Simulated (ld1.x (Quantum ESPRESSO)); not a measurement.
## u(r) = r·R(r): atom against pseudo-atom (Sm (Z = 62))

Columns: radius, all-electron u(r) and pseudo u(r) of the 6s shell (level -3.16 eV) of samarium in the configuration [Kr] 4d10 4f6 5s2 5p6 5d1 6s1 6p0; BLYP, scalar-relativistic, ultrasoft scheme, ld1.x (Quantum ESPRESSO) 7.5.

```csv
r (bohr),all-electron,pseudo
0.173,0.0968,0.1278
0.345,-0.0814,0.2380
0.518,-0.1293,0.3182
0.690,0.0206,0.3593
0.862,0.1668,0.3604
1.035,0.2358,0.3254
1.208,0.2291,0.2618
1.380,0.1714,0.1794
1.553,0.0853,0.0858
1.725,-0.0108,-0.0111
1.898,-0.1069,-0.1069
2.070,-0.1954,-0.1954
2.242,-0.2737,-0.2737
2.415,-0.3409,-0.3409
2.588,-0.3964,-0.3964
2.760,-0.4405,-0.4405
2.932,-0.4746,-0.4746
3.105,-0.4998,-0.4998
3.278,-0.5170,-0.5170
3.450,-0.5272,-0.5272
3.623,-0.5316,-0.5316
3.795,-0.5311,-0.5311
3.968,-0.5263,-0.5263
4.140,-0.5182,-0.5182
4.312,-0.5074,-0.5074
4.485,-0.4941,-0.4941
```

Problem. How many radial nodes do the two functions have?

Solution. The all-electron 6s function has n − l − 1 = 5 (the table is too coarse to show those close to the nucleus); the pseudo-wave has 1, since 1 lower shell of the same l stays in the valence.

Problem. At about which radius was the pseudo-wave matched?

Solution. 1.95 bohr. The columns agree to 0.0005 from 1.73 bohr on; several derivatives are matched, so the curves merge somewhat inside the radius.

Problem. Is the pseudo-wave norm-conserving?

Solution. No, it belongs to an ultrasoft set: the norm inside the radius is not constrained, and the difference is carried by the augmentation charge.
